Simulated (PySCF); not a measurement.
# Cr¹⁹⁺ (chromium, charge +19): UHF calculation

Configuration: [He] 2s2 2p1, 2P determinant. All numbers are calculated (PySCF 2.14, the non-relativistic Hamiltonian (point nucleus), in an even-tempered Gaussian basis (18 s from 3.4 bohr⁻², ratio 2.2; 11 p from 4.4 bohr⁻², ratio 2.2; 6 d from 20 bohr⁻², ratio 2.4; 5 f from 29 bohr⁻², ratio 2.4; 5 g from 44 bohr⁻², ratio 2.4)).

```json
{
 "Total energy": "-737.703071 hartree",
 "One-electron energy": "-790.2497 hartree",
 "Hartree (Coulomb) energy": "74.6581 hartree",
 "Exchange energy": "-22.1115 hartree",
 "Kinetic energy": "737.70273 hartree",
 "⟨S²⟩": "0.7502",
 "⟨L²⟩": "2.000",
 "Sum of ⟨r⟩": "0.8996 bohr",
 "Sum of ⟨r²⟩": "0.2463 bohr²",
 "Traceless quadrupole moment −½Σ⟨3z² − r²⟩ along its main axis": "-0.0258 e·bohr²",
 "Density at the nucleus (Gaussians lack the cusp)": "9340 bohr⁻³",
 "Spin density at the nucleus": "0.0937 bohr⁻³"
}
```

```tsv
shell	electrons	mean orbital energy (hartree)	rms radius, mean of both spins (bohr)
1s α	1	-259.33972	0.0736
1s β	1	-259.00954	0.0736
2s α	1	-56.42911	0.293
2s β	1	-55.75202	0.293
2p α	1	-54.62609	0.254
```

Spin-orbit constants ζ (cm⁻¹) from the X2C one-electron operator on these orbitals (non-relativistic here): bare nucleus, nucleus screened by l(l+1)(2l+1)/3 electrons, and screened by the Breit-Pauli mean field of the electrons.

```tsv
shell	bare	screened nucleus	mean field
2p	60440	55400	53870
```

To first order the Landé constant is A = 53870 cm⁻¹, so the lowest level has J = 1/2 and lies 6.68 eV below the centre of the term.
